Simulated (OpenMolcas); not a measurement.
Mo2+.

* Program: OpenMolcas 26.06
* Basis: ANO-RCC-VTZP [7s6p4d2f1g]
* Scalar Hamiltonian: DKH2, point nucleus
* Active space: 4 electrons in 5 orbitals (4d)
* State averaging: 2S+1 = 5 even, 5 roots; 2S+1 = 3 even, 45 roots kept (CI in the orbitals of an earlier block); 2S+1 = 1 even, 50 roots kept (CI in the orbitals of an earlier block)
* Spin-orbit coupling: state interaction with AMFI integrals over the reference wave functions, term energies averaged over their components

Two sets of levels on these reference wave functions, in eV above 4d4 5D0: one from CASSCF and one from MS-CASPT2, IPEA 0.25 Eh, imaginary shift 0.1 Eh (closed shells correlated: 4s 4p).

```
     Level   Set 1   Set 2
   4d4 5D0  0.0000  0.0000
   4d4 5D1  0.0292  0.0270
   4d4 5D2  0.0810  0.0767
   4d4 5D3  0.1490  0.1441
   4d4 5D4  0.2286  0.2250
   4d4 3H4   1.712   1.969
4d4 3P0(1)   1.525   2.023
   4d4 3H5   1.782   2.030
   4d4 3H6   1.846   2.090
4d4 3P1(1)   1.680   2.176
4d4 3F3(1)   1.883   2.285
4d4 3F2(1)   1.885   2.295
4d4 3F4(1)   1.922   2.314
4d4 3P2(1)   1.912   2.414
   4d4 3G3   2.126   2.519
   4d4 3G4   2.178   2.570
```

Question: Which set is which?

Answer: Set 1 is MS-CASPT2. Its levels of the other terms of 4d4 lie at 0.75 to 0.88 of the other set's values, as expected, since terms of lower spin or lower L gain more correlation energy than the Hund ground term. Against 15 measured levels (Sugar and Musgrove, J. Phys. Chem. Ref. Data 17, 155 (1988)) the mean absolute deviation is 860 cm-1 with it and 3100 cm-1 without; single levels miss by up to 1300 cm-1 with it.

CASPT2 does not keep the components of a term degenerate, so their means are used; among the terms shown or strongly mixed into the levels shown the widest spread is 470 cm-1 (4d4 3H, MS-CASPT2). Levels of configurations with an s electron are missing; early in the row they begin among the upper levels of the d shell and mix with terms of their name. Terms from blocks run as CI alone lack orbitals of their own. Without dynamic correlation excited terms often stand tens of per cent too high (terms of higher spin than the ground term too low), and those without a measured partner can miss by more than the paired ones (holds for CASSCF). Some levels mix across a computed gap that differs much from the measured one, so their mixing is not that of the real levels (holds for CASSCF). The CASPT2 spread within a term exceeds the gap to the next term for 4d4 3P(1) and 4d4 3H, so the order of their levels is uncertain (holds for MS-CASPT2). Computed and measured levels are paired by configuration, term and J; levels that our copy of the source lacks, or whose pairing is in doubt (as where it misses far off the trend of its configuration), stay unpaired and out of the deviations. Only configurations of the active space appear. The table leaves out levels that lie high or whose names do not pair safely across all columns.

A number in round brackets counts repeated terms of one configuration in the order of the reference energies.
